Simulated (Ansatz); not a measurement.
Input file for Ansatz (a first-principles code): U-wB97X-V/def2-TZVPP on YC, 2S+1 = 6, a spin state set in the input, which need not be the lowest, a point of a bond scan (R = 2.261 Å). Elements past Kr take the def2 small-core potentials; no spin–orbit coupling.

Ansatz 0.2 input:
```yaml
crystal:
  periodic: [false, false, false]
  atoms:
    - {symbol: Y, position_ang: [0.00000000, 0.00000000, 0.00000000]}
    - {symbol: C, position_ang: [0.00000000, 0.00000000, 2.26128400]}
basis:
  gaussian:
    orbitals: def2-TZVPP
    pivot_positions_ang: [[0.00000000, 0.00000000, 0.00000000], [0.00000000, 0.00000000, 2.26128400]]
hamiltonian:
  xc: {name: wB97X-V}
magnetization: {spin_polarized: true, initial_magnetization: 5}
output: {forces: true, orbitals: {seedname: ./end}}
```

The head of its log:

```
WARN ansatz: RAYON_NUM_THREADS=2 ignored (pool sized by the plan → 2); use --threads N
Functional definition: wB97X-V
integrals: 0.04 GiB planned
547 factors; their error is unknown
integrals: 0.07 GiB planned
191 factors; integrals over basis functions are off by at most 3.7e-5 eV
mean field: 0.43 GiB planned
mean field evaluation 1: about -2070.1444 eV, gradient 1.4e1 eV
mean field evaluation 2: about -2071.0579 eV, gradient 8.7e0 eV
```

Task: Give the final energy of this run.

Result: -76.1269 hartree.
